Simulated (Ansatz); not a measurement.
Two isomers of CH9BOSi2: A = `CBO[SiH2][SiH3]`, B = `BOC([SiH3])[SiH3]`.

Isolated molecules relaxed with PBE0-D4/def2-TZVP in Ansatz; ΔE leaves out vibrations. CBS: MP2 limit from def2 TZ/QZ plus the TZ coupled-cluster correction, frozen cores. DFT in def2-TZVPP. B3LYP here is the variant with VWN-RPA as its local correlation; programs differ in this. One conformer a species, not always the lowest.

(1) Which is lower in electronic energy at CCSD(T)/CBS, and by how much? (Best estimate.)

(2) Give E(B) − E(A) in kJ/mol with CCSD(T)/def2-SVP, r2SCAN-D4, CCSD/def2-TZVPP, BLYP-D4, B3LYP-D4, LDA (SPW92), PBE0-D4. (Estimate.)

(3) Does the order hold for the free energy at 298.15 K (harmonic terms from PBE0-D4)? (Best estimate.)

Largest T1 diagnostic: 0.014.

Answers

(1) The calculation gave: A, by 203.7 kJ/mol.

(2) Ansatz gave: CCSD(T)/def2-SVP 182.8, r2SCAN-D4 209.7, CCSD/def2-TZVPP 203.8, BLYP-D4 193.8, B3LYP-D4 200.9, LDA (SPW92) 200.1, PBE0-D4 207.0. None reverses the order clearly.

(3) Ansatz gave: Yes: G(B) − G(A) = +200.2 kJ/mol, for one conformer each. Modes under 60 cm⁻¹, often nearly free rotors, make the harmonic entropy too high.

Leaving LDA and LC-ωPBE aside and taking each functional with its dispersion term where it has one, the values, not all of them listed here, spread over 26.3 kJ/mol, from BLYP-D4 to B97M-V. From r2SCAN to r2SCAN0 (25 % exact exchange), in def2-TZVPP and without D4, E(B) − E(A) moves by +3.5 kJ/mol.
